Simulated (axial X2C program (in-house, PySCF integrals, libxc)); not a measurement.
Worked dissociation energy of HfP⁺: HF, without spin–orbit coupling

Computed with an in-house relativistic program for diatomic molecules. Spin-free means the one-electron spin-free X2C Hamiltonian. Basis: Hf dyall-cv3z [13s14p9d7f4g], P dyall-v3z [8s7p2d1f] (cores contracted in-house); Gaussian nuclei, density fitting, unrestricted open shells. Masses: Hf 179.947 u, P 30.974 u.

Molecular state: M_S = 0, Λ = 0 (closed shell).

| Quantity | Value |
| --- | --- |
| E(Hf+) (2M_S = 1, M_L = 2) | -15073.380030 hartree |
| E(P) (2M_S = 3, M_L = 0) | -341.536888 hartree |
| E(HfP⁺) at Re | -15414.907041 hartree |
| ωe | 576.2 cm⁻¹ |
| ωexe | 0.917 cm⁻¹ |

Problem. Work out De and D0.

Solution. De = -15073.380030 + (-341.536888) − (-15414.907041) = -0.00988 hartree = -0.269 eV. The zero-point energy is ωe/2 − ωexe/4 = 288 cm⁻¹ = 0.036 eV, so D0 = -0.304 eV. A negative De means the minimum lies above these fragments, at Hartree–Fock because correlation, which is larger in the molecule than in the atoms, is missing; it does not show that the molecule is unbound.

The state is a single determinant with fixed occupations, the lowest that a limited PBE0 search found. Closed shells are restricted here (equal orbitals for both partners); the stretched side of such a curve lies too high. Dissociation energies refer to the lowest single-determinant-based atoms at the same level and basis.

Hartree–Fock lacks correlation and underbinds, often by eV.

The levels of this run spread widely (ωe from 412 to 546 cm⁻¹), so these constants depend on the method.

Each atomic determinant is the lowest at this level and need not be a pure term. Totals compare only within one Hamiltonian and basis.
